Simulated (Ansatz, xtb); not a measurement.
Two isomers of C2H5BS

Structure a is `B/C=C\S`, a singlet and structure b is `B/C=C/S`, a singlet. Both are isolated molecules in the gas phase, relaxed with PBE-D3(BJ)/def2-SVP; the shapes shown needn't be the lowest conformers.

a (Å):

```xyz
9

C     0.1280   -0.2804   -0.2876
C    -1.1145    0.1419   -0.7068
B     1.0736   -1.2091   -1.0401
S    -1.9814   -0.2249   -2.1658
H     2.1544   -1.5200   -0.5759
H     0.7763   -1.6717   -2.1349
H     0.4198    0.1235    0.6982
H    -1.7175    0.8205   -0.0746
H    -1.0185   -1.0383   -2.6987
```

b (Å):

```yaml
atoms:
  - { symbol: C, position_ang: [0.5556, -0.4627, -0.8380] }
  - { symbol: C, position_ang: [-0.6513, -0.0570, -1.3419] }
  - { symbol: B, position_ang: [0.7024, -1.8749, -0.2728] }
  - { symbol: S, position_ang: [-0.9555, 1.5252, -2.0160] }
  - { symbol: H, position_ang: [1.7582, -2.2738, 0.1845] }
  - { symbol: H, position_ang: [-0.2653, -2.6200, -0.2812] }
  - { symbol: H, position_ang: [1.3930, 0.2589, -0.8591] }
  - { symbol: H, position_ang: [-1.5091, -0.7519, -1.3364] }
  - { symbol: H, position_ang: [-2.2664, 1.3253, -2.3267] }
```

**Question.** Which of the two would you expect CCSD(T)/def2-TZVP electronic energies to favour?

**Answer.** Structure b; the calculation gives E(b) − E(a) = −2.3 kcal/mol.

How the difference moves with the method:

| level | geometry | E(b) − E(a) (kcal/mol) | departure from the last row (kcal/mol) | job, with rough time for the two |
| --- | --- | --- | --- | --- |
| GFN2-xTB | GFN2-xTB | +0.9 | +3.2 | optimisation, 0.15 s |
| HF/STO-3G | GFN2-xTB | −2.3 | 0.0 | single point, 0.2 s |
| r2SCAN-D4/def2-SVP | GFN2-xTB | −1.1 | +1.2 | single point, 2.6 s |
| PBE-D3(BJ)/def2-SVP | PBE-D3(BJ)/def2-SVP | −0.7 | +1.6 | optimisation, 14 s |
| HF/def2-TZVP | PBE-D3(BJ)/def2-SVP | −3.9 | −1.6 | part of the CCSD(T) run |
| MP2/def2-TZVP | PBE-D3(BJ)/def2-SVP | −2.2 | 0.0 | part of the CCSD(T) run |
| CCSD(T)/def2-TZVP | PBE-D3(BJ)/def2-SVP | −2.3 |  | single point, 53 s |

As drawn, both hold the same kinds of bond in the same numbers.

GFN2-xTB puts the two in the other order. The largest departure from CCSD(T)/def2-TZVP is that of GFN2-xTB, 3.2 kcal/mol.

With harmonic frequencies from PBE-D3(BJ)/def2-SVP (ideal gas, rigid rotor, one conformer each, 298.15 K, 1 atm): on the last row, ΔE + ΔZPE = −2.4, ΔH = −2.2, ΔG = −2.5 kcal/mol.

The correlated steps freeze 8 core orbitals. Programs: Ansatz 0.2.0, xtb 6.7.1; the last row on 2 threads of Arm Neoverse V2 on a shared host.
